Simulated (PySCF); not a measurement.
Ground-state electric properties of a mixed set of molecules.

All values: B3LYP/def2-SVPD (PySCF) at GFN2-xTB geometries, gas phase, one conformer each. Core orbitals are frozen in the response; Δα² is half the sum of the squared differences of the principal polarisabilities.

(1) Rank by polarisability anisotropy Δα, highest first.
A. `[O:1]=[CH:2][SiH2:3][CH2:4][c:5]1[n:6][cH:7][n:8][nH:9]1` with O1–C2–Si3–C4 6°, C2–Si3–C4–C5 -69°, Si3–C4–C5–N6 -105°
B. `[OH:1][SiH2:2][NH:3][c:4]1[cH:5][n:6][cH:7][n:8][cH:9]1` with H–O1–Si2–N3 180°, O1–Si2–N3–C4 61°, Si2–N3–C4–C5 -2°
C. `[F:1][SiH2:2][C:3]([F:4])([F:5])[CH2:6][NH:7][SiH3:8]` with F1–Si2–C3–F4 145°, Si2–C3–C6–N7 -59°, C3–C6–N7–Si8 -78°

(2) Rank by HOMO energy, lowest first.
A. `n1cncc(c1)N[SiH2]O`
B. `c1([nH]ncn1)C[SiH2]C=O`
C. `CN([SiH3])C[Si](F)(F)F`
D. `F[SiH2]C(F)(F)CN[SiH3]`

Answers

(1) B (8.84 Å³), A (5.34 Å³), C (2.34 Å³).

(2) B (-7.08 eV), D (-6.91 eV), C (-6.64 eV), A (-6.48 eV).

All values together:

```tsv
SMILES	formula	μ (D)	HOMO (eV)	LUMO (eV)	α (Å³)	Δα (Å³)	electrons	α per electron (Å³)
O=C[SiH2]Cc1ncn[nH]1	C4H7N3OSi	4.14	-7.08	-2.43	13.91	5.34	74	0.188
CN([SiH3])C[Si](F)(F)F	C2H8F3NSi2	2.73	-6.64	-0.41	12.00	2.19	82	0.146
F[SiH2]C(F)(F)CN[SiH3]	C2H8F3NSi2	1.54	-6.91	-0.88	12.56	2.34	82	0.153
O[SiH2]Nc1cncnc1	C4H7N3OSi	4.70	-6.48	-1.27	14.38	8.84	74	0.194
```

Conformers: `[O:1]=[CH:2][SiH2:3][CH2:4][c:5]1[n:6][cH:7][n:8][nH:9]1` with O1–C2–Si3–C4 6°, C2–Si3–C4–C5 -69°, Si3–C4–C5–N6 -105°; `[CH3:1][N:2]([SiH3:3])[CH2:4][Si:5]([F:6])([F:7])[F:8]` with C1–N2–C4–Si5 63°; `[F:1][SiH2:2][C:3]([F:4])([F:5])[CH2:6][NH:7][SiH3:8]` with F1–Si2–C3–F4 145°, Si2–C3–C6–N7 -59°, C3–C6–N7–Si8 -78°; `[OH:1][SiH2:2][NH:3][c:4]1[cH:5][n:6][cH:7][n:8][cH:9]1` with H–O1–Si2–N3 180°, O1–Si2–N3–C4 61°, Si2–N3–C4–C5 -2°.
